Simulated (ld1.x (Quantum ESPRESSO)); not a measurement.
# Configuration tests for indium (In) (RRKJ)

```json
{
  "Element": "indium (In)",
  "Generator": "ld1.x (Quantum ESPRESSO) 7.5",
  "Type": "norm-conserving RRKJ (Kleinman–Bylander form)",
  "Functional": "LDA (PZ)",
  "Relativity": "scalar-relativistic",
  "Frozen core": "[Kr]",
  "Valence charge": "13",
  "Reference configuration": "4d10 5s2 5p1",
  "Partial waves": "5p (bound): rc 2.65 bohr; 4d (bound): rc 1.50 bohr; 5s (bound): rc 2.20 bohr",
  "Local potential": "the s channel",
  "Core correction": "Bessel-smoothed model core inside 0.75 bohr",
  "rho0": "0.02"
}
```

Energies are relative to the spin-unpolarised reference configuration 4d10 5s2 5p1; without spin polarisation the order of configurations can differ from experiment. Spin-polarised rows fill each open shell by Hund’s rule, majority spin first.

Question: Give the all-electron excitation energy and the error of the potential for: 4d10 5s2 5p0; 4d10 5s1 5p0; 4d10 5s0 5p0; 4d10 5s1 5p1; 4d10 5s1 5p2; 4d9 5s0 5p0; 4d10 5s0 5p3; 4d10 5s2 5p1 (spin-polarised); 4d10 5s1 5p0 (spin-polarised).

Answer:

```json
{"valence configuration": "4d10 5s2 5p0", "charge": "+1", "ΔE all-electron (eV)": "5.595", "error AE − PS (meV)": "-2.1"}
{"valence configuration": "4d10 5s1 5p0", "charge": "+2", "ΔE all-electron (eV)": "25.255", "error AE − PS (meV)": "-11"}
{"valence configuration": "4d10 5s0 5p0", "charge": "+3", "ΔE all-electron (eV)": "53.995", "error AE − PS (meV)": "-52"}
{"valence configuration": "4d10 5s1 5p1", "charge": "+1", "ΔE all-electron (eV)": "12.290", "error AE − PS (meV)": "-4.7"}
{"valence configuration": "4d10 5s1 5p2", "charge": "0", "ΔE all-electron (eV)": "5.938", "error AE − PS (meV)": "-4.4"}
{"valence configuration": "4d9 5s0 5p0", "charge": "+4", "ΔE all-electron (eV)": "110.606", "error AE − PS (meV)": "-238"}
{"valence configuration": "4d10 5s0 5p3", "charge": "0", "ΔE all-electron (eV)": "12.162", "error AE − PS (meV)": "-19"}
{"valence configuration": "4d10 5s2 5p1 (spin-polarised)", "charge": "0", "ΔE all-electron (eV)": "-0.117", "error AE − PS (meV)": "+1.0"}
{"valence configuration": "4d10 5s1 5p0 (spin-polarised)", "charge": "+2", "ΔE all-electron (eV)": "25.031", "error AE − PS (meV)": "-12"}
```

Levels in the configuration 4d10 5s0 5p3:

| level | all-electron (eV) | pseudo (eV) |
| --- | --- | --- |
| 4d | -21.756 | -21.850 |
| 5p | -3.994 | -3.992 |
